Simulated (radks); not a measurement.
All-electron atom: Pb13+ in [Xe] 4f14 5d1.

Method: Dirac Kohn-Sham, BLYP, spin-unpolarised, spherical densities, point nucleus; open shells are shared between the two j in proportion to 2j + 1; computed with a radial shooting solver on a logarithmic mesh with Libxc functionals.

Energy parts (hartree):
total: -20878.8361
kinetic: 24323.7511
electron-nucleus: -52234.1690
Hartree: 7413.9140
exchange-correlation: -382.3322

Orbitals (lengths in bohr, moments of r in powers of bohr; <r^-3> diverges for s and p1/2; r(90%) holds 90 % of the orbital's charge):
orbital	occ.	eigenvalue (hartree)	r(90%)	<r^-3>
1s1/2	2	-3242.726	0.0294	-
2s1/2	2	-587.0215	0.105	-
2p1/2	2	-564.0526	0.0918	-
2p3/2	4	-483.5455	0.104	23400
3s1/2	2	-147.7238	0.256	-
3p1/2	2	-137.3781	0.248	-
3p3/2	4	-119.4033	0.270	5528
3d3/2	4	-102.4363	0.244	970.7
3d5/2	6	-98.60950	0.250	792.3
4s1/2	2	-40.30102	0.550	-
4p1/2	2	-35.82213	0.558	-
4p3/2	4	-31.40502	0.607	1365
4d3/2	4	-24.11518	0.630	218.0
4d5/2	6	-23.28784	0.645	173.9
4f5/2	6	-13.83044	0.701	38.70
5s1/2	2	-13.71882	1.15	-
4f7/2	8	-13.64100	0.710	36.70
5p1/2	2	-12.09629	1.22	-
5p3/2	4	-11.11540	1.31	307.3
5d3/2	0.4	-8.65406	1.48	42.25
5d5/2	0.6	-8.49434	1.50	34.01

The highest occupied level is 5d5/2 at -231.14 eV. Summed over all electrons, <r^2> = 15.71 bohr^2, which gives a Langevin (diamagnetic) susceptibility term of -12.4 x 10^-6 cm^3/mol. The density falls to 0.001 e/bohr^3 at r = 2.11 bohr.
